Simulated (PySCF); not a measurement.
# What a mistake does to a calculation on B2CH6N

Calculated results; nothing here was measured. The program is PySCF 2.14.0, an open-source quantum chemistry code, run on an isolated molecule that a program drew, which may never have been made. The molecule is B2CH6N (charge 0, doublet), drawn as the SMILES string `B[CH]NB`.

Each row is a Hartree-Fock (HF) and frozen-core CCSD(T) single point in the cc-pVDZ basis, meant for a local HF minimum. Run 1 is clean. Each other run has one planted mistake out of seven kinds, and not every kind appears here: one electron removed, one electron added, multiplicity raised by two, geometry at a saddle point, minimal basis STO-3G, one bond length entered in bohr, all coordinates scaled. The reference is restricted for singlets and unrestricted otherwise, and also for a bond in bohr. Adding or removing an electron swaps singlet and doublet. Electrons count all cores. HOMO and LUMO are orbital energies over both spins, the gradient is its largest component, and the lowest frequency (negative if imaginary) is given only where the gradient is small. Bond lengths are over the 9 bonds as drawn. T1 is the CCSD diagnostic: over 0.02 (restricted) or 0.045 (unrestricted) a single reference is doubtful.

Geometry of the clean run:
```xyz
10
B2CH6N, angstrom
B     0.1138    2.3530    0.2981
C    -0.8269    1.8767   -0.8022
N    -0.7059    0.7547   -1.6080
B     0.2975   -0.2362   -1.6347
H     1.1159    1.7715    0.5978
H    -0.1860    3.3617    0.8771
H    -1.7205    2.4513   -1.0253
H    -1.4535    0.6496   -2.2642
H     0.1741   -1.1197   -2.4370
H     1.2266   -0.1917   -0.8882
```

| run | electrons | basis functions | <S^2> | HOMO (eV) | LUMO (eV) | gradient (hartree/bohr) | lowest frequency (cm^-1) | mean bond (Å) | longest bond (Å) | T1 | HF (hartree) | CCSD(T) (hartree) | mistake |
|---|---|---|---|---|---|---|---|---|---|---|---|---|---|
| 1 | 29 | 86 | 0.758 | -8.72 | 1.37 | 2.8e-05 | 114 | 1.2441 | 1.524 | 0.0173 | -145.17467 | -145.69651 | no fault |
| 2 | 29 | 26 | 0.759 | -7.06 | 4.81 | 4.0e-02 | - | 1.2441 | 1.524 | 0.0216 | -143.36623 | -143.58803 | minimal basis STO-3G |
| 3 | 29 | 86 | 1.403 | -9.03 | 1.26 | 2.1e-02 | - | 1.3624 | 2.262 | 0.0575 | -145.05391 | -145.57594 | one bond length entered in bohr |
| 4 | 30 | 86 | 0.000 | -0.75 | 7.97 | 6.1e-02 | - | 1.2441 | 1.524 | 0.0164 | -145.15760 | -145.73316 | ? |
| 5 | 28 | 86 | 0.000 | -18.35 | -6.40 | 1.2e-01 | - | 1.2441 | 1.524 | 0.0190 | -144.89764 | -145.40380 | ? |

**Which mistake was planted in run 4, and what did it cost?**

It counts 30 electrons, one more than the clean run, at the same geometry and basis. So the mistake is: one electron added. Subtracting run 1 and multiplying by 627.51 kcal/mol a hartree, the energy moved by 10.7 kcal/mol in HF and -23.0 kcal/mol in CCSD(T).

**Which mistake was planted in run 5, and what did it cost?**

It counts 28 electrons, one fewer than the clean run, at the same geometry and basis. So the mistake is: one electron removed. Subtracting run 1 and multiplying by 627.51 kcal/mol a hartree, the energy moved by 173.8 kcal/mol in HF and 183.7 kcal/mol in CCSD(T).

Cautions from the logs. Run 3: T1 is over the limit, so its CCSD(T) energy is less reliable.
